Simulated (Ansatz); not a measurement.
Computed with Ansatz on PBE0-D4/def2-TZVP structures; ΔE is electronic, products minus reactants. CBS: MP2 limit from def2 TZ/QZ plus the TZ coupled-cluster correction, frozen cores. Functionals use def2-TZVPP. B3LYP here is the variant with VWN-RPA as its local correlation; programs differ in this. Each species was taken in one conformer, which may not be the lowest.

`OC(S)S[SiH3]` + `C#CSC` → `C#CS[SiH3]` + `CSC(O)S`  (formal exchange of groups at the Si–S bond)

```json
{"level": "ωB97X-V", "ΔE (kcal/mol)": "1.3"}
{"level": "r2SCAN", "ΔE (kcal/mol)": "2.1"}
{"level": "B3LYP", "ΔE (kcal/mol)": "2.0"}
{"level": "HF/def2-TZVPP", "ΔE (kcal/mol)": "1.6"}
{"level": "MP2/def2-TZVPP", "ΔE (kcal/mol)": "1.2"}
{"level": "HF/def2-QZVPP", "ΔE (kcal/mol)": "1.5"}
{"level": "SCS-MP2/def2-QZVPP", "ΔE (kcal/mol)": "1.3"}
{"level": "MP2/CBS(def2)", "ΔE (kcal/mol)": "1.2"}
```

**Question.** What does CCSD(T)/CBS give? (Best estimate.)

**Answer.** Ansatz gave: +1.4 kcal/mol. The listed levels differ from it by -0.1, 0.7, 0.6, 0.2, -0.2, 0.1, -0.1, -0.2 kcal/mol.

Largest T1 diagnostic among the species: 0.013.
